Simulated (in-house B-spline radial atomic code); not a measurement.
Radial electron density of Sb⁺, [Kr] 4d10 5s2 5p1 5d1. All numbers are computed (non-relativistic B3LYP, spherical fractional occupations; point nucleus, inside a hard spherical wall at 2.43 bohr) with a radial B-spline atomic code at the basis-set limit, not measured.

Caution: exact exchange at fractional occupations of open shells leaves self-interaction of up to several eV.

Columns: r (bohr), 4πr²n(r) (electrons per bohr), bar.

```
 0.00144    2.104 #
 0.00173    2.948 ##
 0.00209    4.147 ##
 0.00251    5.731 ###
 0.00303     7.92 ####
 0.00364    10.74 ######
 0.00439    14.47 ########
 0.00528    19.13 ##########
 0.00636    24.87 #############
 0.00766    31.62 #################
 0.00923    39.17 #####################
  0.0111    46.93 #########################
  0.0134    54.36 #############################
  0.0161    60.15 ################################
  0.0194    63.55 ##################################
  0.0234    63.86 ##################################
  0.0281    61.49 #################################
  0.0339    57.96 ###############################
  0.0408    56.09 ##############################
  0.0491    58.46 ###############################
  0.0591    65.87 ###################################
  0.0712    75.81 ########################################
  0.0858    82.73 ############################################
   0.103     81.7 ###########################################
   0.124    72.81 #######################################
    0.15    62.52 #################################
    0.18    59.76 ################################
   0.217    65.18 ###################################
   0.261    69.51 #####################################
   0.315    62.18 #################################
   0.379     44.2 ########################
   0.456    27.59 ###############
    0.55    21.98 ############
   0.662    24.58 #############
   0.797    25.59 ##############
    0.96    20.96 ###########
    1.16    14.38 ########
    1.39    10.27 #####
    1.68    7.471 ####
    2.02    3.223 ##
    2.41 0.009183
```

On this grid the curve has 4 maxima, near 0.0234, 0.0858, 0.261, 0.797 bohr.

The 5d radial function P(r) = rR(r), positive near the nucleus:

```
r (bohr)         P
  0.0111  0.001576
  0.0161  0.004427
  0.0234   0.01206
  0.0339   0.03093
  0.0491    0.0738
  0.0712    0.1594
   0.103    0.2965
    0.15    0.4486
   0.217    0.4742
   0.315    0.1925
   0.456   -0.3731
   0.662   -0.7757
    0.96   -0.4052
    1.39    0.6519
    2.02    0.8666
```
